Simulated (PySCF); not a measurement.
`C(C1=CC=C(N)S1)(F)(F)F`, C5H4F3NS

Molfile (atoms numbered from 1):
```
C5H4F3NS
     RDKit          3D

 14 14  0  0  0  0  0  0  0  0999 V2000
   -2.8506    0.2550   -0.2665 N   0  0  0  0  0  0  0  0  0  0  0  0
   -1.5079    0.0565   -0.0599 C   0  0  0  0  0  0  0  0  0  0  0  0
   -0.8905   -0.9065    0.7111 C   0  0  0  0  0  0  0  0  0  0  0  0
    0.5238   -0.8431    0.6273 C   0  0  0  0  0  0  0  0  0  0  0  0
    0.9723    0.1552   -0.1924 C   0  0  0  0  0  0  0  0  0  0  0  0
    2.3811    0.5044   -0.5042 C   0  0  0  0  0  0  0  0  0  0  0  0
    2.6692    0.3598   -1.8056 F   0  0  0  0  0  0  0  0  0  0  0  0
    3.2196   -0.2757    0.1823 F   0  0  0  0  0  0  0  0  0  0  0  0
    2.6695    1.7779   -0.1987 F   0  0  0  0  0  0  0  0  0  0  0  0
   -0.3465    1.0393   -0.8957 S   0  0  0  0  0  0  0  0  0  0  0  0
   -3.4579   -0.1657    0.4256 H   0  0  0  0  0  0  0  0  0  0  0  0
   -3.1405    1.1884   -0.5298 H   0  0  0  0  0  0  0  0  0  0  0  0
   -1.4399   -1.6293    1.3147 H   0  0  0  0  0  0  0  0  0  0  0  0
    1.2026   -1.5092    1.1605 H   0  0  0  0  0  0  0  0  0  0  0  0
  1  2  1  0
  2  3  2  0
  3  4  1  0
  4  5  2  0
  5  6  1  0
  6  7  1  0
  6  8  1  0
  6  9  1  0
  5 10  1  0
 10  2  1  0
  1 11  1  0
  1 12  1  0
  3 13  1  0
  4 14  1  0
M  END
```

Method used: quadratic response CAM-B3LYP/aug-cc-pVDZ first hyperpolarisability, Taylor convention, gas phase in PySCF 2.14.0. Geometry: PBE0-D3(BJ)/def2-SVP.

Q: Give β for the processes computed.

A: In au, Taylor convention; the vector part is βᵢ = ⅓ Σⱼ (βᵢⱼⱼ + βⱼᵢⱼ + βⱼⱼᵢ); β∥ is 3/5 of the vector part along the dipole, the dipole points from − to +:
```
                   process  λ (nm)  β vector norm     β∥  β HRS  depolarisation ratio
           static β(0;0,0)       ∞          145.7   79.5   93.4                  2.30
second harmonic β(−2ω;ω,ω)    1907          164.1   90.1  102.0                  2.38
         Pockels β(−ω;ω,0)    1907          151.5   82.8      –                     –
second harmonic β(−2ω;ω,ω)    1064          217.4  121.0  126.6                  2.56
         Pockels β(−ω;ω,0)    1064          165.5   90.9      –                     –
```

Q: Which lowest excitations, dipole and polarisabilities go with it?

A: S1 4.71 eV (f = 0.052); S2 4.89 eV (f = 0.139); S3 5.25 eV (f = 0.000); dipole 4.63 D; isotropic α 88.8 au static, 89.1 au at 1907 nm, 89.9 au at 1064 nm, 90.2 au at 953.5 nm, 93.6 au at 532 nm.
